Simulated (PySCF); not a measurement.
# Bonding in `CO[SiH2]c1ccccn1`

Species: C6H9NOSi.
Atom-mapped SMILES: `[CH3:1][O:2][SiH2:3][c:4]1[cH:5][cH:6][cH:7][cH:8][n:9]1` (hydrogens: H10, H11, H12 on C1; H13, H14 on Si3; H15 on C5; H16 on C6; H17 on C7; H18 on C8)

Geometry (GFN2-xTB, Å), atoms numbered from 1 in this order:
```
atom  x, y, z in Å
C1     3.427    0.718   -0.312
O2     2.057    0.486   -0.192
Si3    1.304   -0.947   -0.040
C4    -0.508   -0.442    0.070
C5    -0.966    0.870   -0.011
C6    -2.324    1.124    0.080
C7    -3.189    0.055    0.252
C8    -2.642   -1.218    0.321
N9    -1.348   -1.462    0.232
H10    3.829    0.219   -1.198
H11    3.584    1.793   -0.403
H12    3.962    0.347    0.565
H13    1.553   -1.805   -1.204
H14    1.739   -1.652    1.170
H15   -0.255    1.671   -0.141
H16   -2.703    2.135    0.016
H17   -4.255    0.203    0.331
H18   -3.273   -2.089    0.454
```

Bond orders from the PBE0/pcSseg-1 density (PySCF). Isolated species at its GFN2-xTB geometry (one conformer only).

Where do the orders between heavy atoms depart from those drawn in the SMILES?

The largest departure is 0.141, at N9–C4 (drawn aromatic, 1.359), counting aromatic bonds as 1.5. Drawn single, order below 0.88: Si3–C4 (0.874). The bonds drawn aromatic range from 1.36 to 1.51.

Set the Mayer orders of the bonds beside their lengths.

```
   bond  drawn as  length (Å)  Mayer order
  C1–O2    single       1.395        0.899
 O2–Si3    single       1.626        0.970
 Si3–C4    single       1.884        0.874
  C4–C5  aromatic       1.392        1.368
  C5–C6  aromatic       1.384        1.428
  C6–C7  aromatic       1.385        1.423
  C7–C8  aromatic       1.387        1.388
  C8–N9  aromatic       1.320        1.514
  N9–C4  aromatic       1.331        1.359
 C1–H10    single       1.092        0.966
 C1–H11    single       1.091        0.971
 C1–H12    single       1.093        0.966
Si3–H13    single       1.467        0.910
Si3–H14    single       1.466        0.910
 C5–H15    single       1.079        0.960
 C6–H16    single       1.082        0.976
 C7–H17    single       1.080        0.965
 C8–H18    single       1.084        0.972
```

By pair of heavy elements: C–C: lowest C4–C5 (1.368, 1.392 Å), highest C5–C6 (1.428, 1.384 Å). C–N: lowest N9–C4 (1.359, 1.331 Å), highest C8–N9 (1.514, 1.320 Å).

Sum the orders of all bonds at each heavy atom with more than one neighbour and set the sums beside the valence in the SMILES.

C1 3.802 (drawn 4), O2 1.869 (drawn 2), Si3 3.664 (drawn 4), C4 3.601 (drawn 4), C5 3.756 (drawn 4), C6 3.827 (drawn 4), C7 3.776 (drawn 4), C8 3.874 (drawn 4), N9 2.873 (drawn 3). Orders between atoms that aren't bonded are not in these sums.

The Mayer order sums products of elements of PS (density times overlap matrix) between the two atoms' basis functions, so it depends on the basis set.

These values come from a run that also computed NMR shieldings. Time: 75 s of wall time; peak memory 0.92 GiB. Hardware: Arm Neoverse N1, one thread, no GPU, shared host with 64 logical CPUs at a one-minute load of 61.
